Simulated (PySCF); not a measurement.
Computed shifts of a molecule C3H9ClSi, PBE0/pcSseg-1 run with PySCF, GIAO, gas phase, equivalent atoms averaged, in ppm (number of nuclei): ¹³C: 7.7 (3). ²⁹Si: 43.4 (1). ¹H: 0.88 (9). References: ¹³C against TMS (σ = 186.3 ppm); ²⁹Si against TMS (σ = 352.7 ppm); ³⁵Cl against HCl (σ = 945.9 ppm); ¹H against TMS (σ = 31.56 ppm), references at their B3LYP-D3(BJ)/def2-TZVP geometries, non-relativistic (without spin–orbit terms, shifts of atoms bonded to Cl or Br come out too high). Coordinates come from a PBE-D3(BJ)/def2-SVP optimisation. Other conformers were not sampled.

Question: Pick the molecule that these values belong to.
A) C[Si](C)(C)Cl
B) CC(C)[SiH2]Cl
C) CC[Si@H](C)Cl
D) C[C@H](Cl)C[SiH3]

Answer: A, C[Si](C)(C)Cl
